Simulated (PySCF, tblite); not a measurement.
Species: C8H7NS.
Numbering: `[CH2:1]=[CH:2][c:3]1[cH:4][nH:5][c:6]2[cH:7][cH:8][s:9][c:10]12` (hydrogens: H11, H12 on C1; H13 on C2; H14 on C4; H15 on N5; H16 on C7; H17 on C8)

Structure optimised with GFN2-xTB, isolated species.

Some entries are withheld.

```tsv
coordinate	value
C1=C2	1.328 Å
C2–C3	1.445 Å
C3–C4	?
C4–N5	1.364 Å
N5–C6	1.363 Å
C6–C7	1.412 Å
C7–C8	1.358 Å
C8–S9	1.737 Å
S9–C10	?
C3–C10	?
C6–C10	1.394 Å
C1–H11	1.077 Å
C1–H12	1.076 Å
C2–H13	1.083 Å
C4–H14	1.072 Å
N5–H15	1.006 Å
C7–H16	1.075 Å
C8–H17	1.072 Å
C1–C2–C3	125.6°
C2–C3–C4	129.4°
C2–C3–C10	?
C4–C3–C10	104.7°
C3–C4–N5	?
C4–N5–C6	108.6°
N5–C6–C7	138.6°
N5–C6–C10	107.5°
C7–C6–C10	113.9°
C6–C7–C8	?
C7–C8–S9	114.2°
C8–S9–C10	90.2°
C3–C10–S9	140.3°
C3–C10–C6	108.6°
C6–C10–S9	111.1°
```

Task: Estimate the withheld lengths and angles.

Result: 
- C3–C4 = 1.383 Å, aromatic (substituted aromatic carbon to aromatic CH next to a ring nitrogen); 0.08 Å below the sum of covalent radii, 1.46 Å.
- S9–C10 = 1.726 Å, aromatic (thiophene-type sulfur to ring-fusion aromatic carbon); 0.05 Å below the sum of covalent radii, 1.78 Å.
- C3–C10 = 1.418 Å, aromatic (substituted aromatic carbon to ring-fusion aromatic carbon); 0.04 Å below the sum of covalent radii, 1.46 Å.
- C2–C3–C10 = 125.8°, at the substituted aromatic carbon; the outer atoms are 2.548 Å apart.
- C3–C4–N5 = 110.5°, at the aromatic CH next to a ring nitrogen, inside a 5-membered ring; the outer atoms are 2.258 Å apart.
- C6–C7–C8 = 110.5°, at the aromatic CH carbon, inside a 5-membered ring; the outer atoms are 2.276 Å apart.

Radii are Cordero's, carbon taken as 0.76, 0.73 or 0.69 Å for four, three, and two or fewer neighbours.

Its GFN2-xTB frequencies are all real (lowest 71 cm⁻¹). The numbers are those of one conformer (C1–C2–C3–C4 0°).

All values are computed, not measured.
